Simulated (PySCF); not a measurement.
GeH7NSi2, SMILES [SiH2]1[NH][GeH2][SiH2]1. Heavy atoms are numbered as in [NH:1]1[SiH2:2][SiH2:3][GeH2:4]1. Hydrogens are named by the atom that carries them.

The structure is a stationary point at ωB97X-D3(BJ)/def2-SVP. This is a generated structure with no PubChem entry under its InChIKey; it may be hypothetical.

Level of theory: PBE/pcSseg-1 (PySCF).

GIAO shieldings, no solvent; atoms alike by connectivity are averaged. δ = σ(ref) − σ: ¹⁵N against NH3 (σ = 267.0 ppm); ²⁹Si against TMS (σ = 335.4 ppm); ⁷³Ge against GeH4 (σ = 1614.4 ppm); ¹H against TMS (σ = 31.49 ppm), references at their B3LYP-D3(BJ)/def2-TZVP geometries, non-relativistic.

Computed chemical shifts:
```
nucleus       atoms  count  δ (ppm)
-------  ----------  -----  -------
¹⁵N         N1 (NH)      1     30.9
²⁹Si     Si2 (SiH2)      1    -18.3
²⁹Si     Si3 (SiH2)      1    -81.8
⁷³Ge     Ge4 (GeH2)      1    285.0
¹H         H on Si2      2     6.20
¹H         H on Ge4      2     6.13
¹H         H on Si3      2     4.48
¹H          H on N1      1    -0.29
```
